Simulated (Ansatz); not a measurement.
The cluster Ga₂S₃. Charge 0, multiplicity 1. Geometry B3LYP-D4/def2-SVP; atoms count from 1.

```xyz
5

Ga    0.0384   -1.8800    1.6663
Ga    0.2866    0.6374   -0.8128
S    -0.3780    0.7115    1.4387
S    -1.5472   -0.5698    0.0202
S     1.6002    1.1008   -2.3125
```

Another isomer (singlet) lies 0.45 eV lower at PBE0-D4/def2-TZVP; other spin states weren't run for this one.

Estimate the Mulliken populations from the PBE0/def2-TZVP orbitals of Ansatz.


```json
{"atom": "Ga1", "charge (e)": "0.41"}
{"atom": "Ga2", "charge (e)": "0.45"}
{"atom": "S3", "charge (e)": "-0.24"}
{"atom": "S4", "charge (e)": "-0.24"}
{"atom": "S5", "charge (e)": "-0.38"}
```
Mulliken values depend strongly on the basis.

And the Mayer bond orders between heavy atoms (over 0.3)?

Ga1–S3 0.48 (2.63 Å); Ga1–S4 0.48 (2.63 Å); Ga2–S3 0.67 (2.35 Å); Ga2–S4 0.67 (2.35 Å); Ga2–S5 2.05 (2.05 Å); S3–S4 1.06 (2.24 Å).
